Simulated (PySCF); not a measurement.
# Electronic absorption of B3FH5N3

B₃FH₅N₃.
InChI=1S/B3FH5N3/c4-3-6-1-5-2-7-3/h1-2,5-7H

Method used: TDDFT B3LYP/def2-SVPD, vertical, gas phase, core orbitals frozen in the response in PySCF. Geometry: PBE0-D3(BJ)/def2-SVP; no solvent, vibrations or thermal averaging.

**Question.** What does the calculation give for the low-lying excited states?

**Answer.** 

| state | λ (nm) | E (eV) | f | \|μ\| (D) | symmetry | main configurations (H = HOMO, L = LUMO) |
| --- | --- | --- | --- | --- | --- | --- |
| S1 | 181.3 | 6.84 | 0.039 | 1.23 | B1 or B2 | H→L (83%), H-1→L+2 (16%) |
| S2 | 175.0 | 7.09 | 0.0000 | 0.01 | – | H→L+1 (97%) |
| S3 | 170.0 | 7.30 | 0.0000 | 0.00 | – | H-1→L+1 (96%) |
| S4 | 165.9 | 7.47 | 0.053 | 1.36 | A1 | H-1→L (83%), H→L+2 (15%) |
| S5 | 161.4 | 7.68 | 0.0012 | 0.20 | – | H→L+3 (51%), H-2→L (45%) |
| S6 | 160.6 | 7.72 | 0.054 | 1.36 | B1 or B2 | H-2→L (53%), H→L+3 (45%) |
| S7 | 155.9 | 7.95 | 0.0015 | 0.23 | – | H→L+4 (93%) |
| S8 | 155.8 | 7.96 | 0.285 | 3.07 | B1 or B2 | H-1→L+2 (78%), H→L (14%) |
| S9 | 154.3 | 8.03 | 0.281 | 3.03 | A1 | H→L+2 (82%), H-1→L (14%) |
| S10 | 153.6 | 8.07 | 0.0000 | 0.02 | – | H-1→L+3 (96%) |

Triplets (Tamm–Dancoff): T1 6.28 eV, H→L (98%); T2 6.36 eV, H-1→L (96%); T3 6.70 eV, H→L+2 (97%); T4 6.98 eV, H→L+1 (94%).

The lowest singlet comes at 181 nm (660 kJ/mol) in the vacuum ultraviolet; it is of moderate strength; its leading configuration is HOMO→LUMO (83%). The largest oscillator strength of a single state is 0.285. S7/S8 lie within about 0.01 eV of each other. Löwdin shares by element: HOMO nitrogen 70%, boron 7% or more (atoms not listed hold the other 23%); LUMO boron 52% or more, nitrogen 23% or more (atoms not listed hold the other 24%). The oscillator strengths of these states sum to 0.714; summed over the whole spectrum of an exact calculation they would give the number of electrons, 50 (Thomas–Reiche–Kuhn). The listed states span 1.23 eV. Of the 10 states listed, 5 reach f = 0.01 and 3 stay under 0.0005. All these states lie below the vertical ionisation energy of 10.21 eV (ΔSCF). Symmetry labels in C2v follow from the direction of the transition dipole and are given only for states with f of 0.002 or more; B1 and B2 swap with the choice of axes. The window holds the lowest 10 singlets.

Hardware: one thread, Arm Neoverse V1 (aarch64), no GPU, shared host with 32 logical CPUs at a one-minute load of 19. Cost: 1.7 min wall, 0.86 GiB resident at most.
